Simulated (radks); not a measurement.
Task: The arsenic anion As3-, [Kr], held by a Watson sphere: a shell of charge +3 at radius R that stands for the Madelung well of a crystal (potential energy -3/R inside, -3/r outside, in hartree with lengths in bohr). Calculated with a radial shooting solver on a logarithmic mesh with Libxc functionals: scalar-relativistic Kohn-Sham, PBE, spin-polarised, spherical densities, finite nucleus; Fermi nuclear charge, rms radius of each element as measured or else 0.836 A^(1/3) + 0.57 fm. Response by self-consistent Sternheimer equations with the Hartree and adiabatic LDA kernel, the relativistic mass of each level held fixed and spin-orbit coupling left out. The sphere does not respond.

| R (bohr) | e(3d) (eV) | e(4s) (eV) | e(4p) (eV) | <r> 4p (bohr) | sum of <r^2> (bohr^2) | X-ray form factor at sin(theta)/lambda = 0.3 1/angstrom | alpha (bohr^3) |
|---|---|---|---|---|---|---|---|
| 2.17 | -39.610 | -16.951 | -7.736 | 2.406 | 58.79 | 22.455 | 34.01 |
| 3.15 | -37.824 | -13.873 | -5.856 | 2.809 | 75.34 | 22.552 | 67.49 |
| 3.74 | -37.403 | -12.684 | -4.881 | 3.043 | 86.12 | 22.616 | 102.6 |
| 4.51 | -37.015 | -11.672 | -3.882 | 3.337 | 101.3 | 22.652 | 173.7 |

Estimate the row for R = 4.94 bohr.

Result: e(3d) (eV) -36.851; e(4s) (eV) -11.295; e(4p) (eV) -3.447; <r> 4p (bohr) 3.496; sum of <r^2> (bohr^2) 110.4; X-ray form factor at sin(theta)/lambda = 0.3 1/angstrom 22.658; alpha (bohr^3) 230.0.
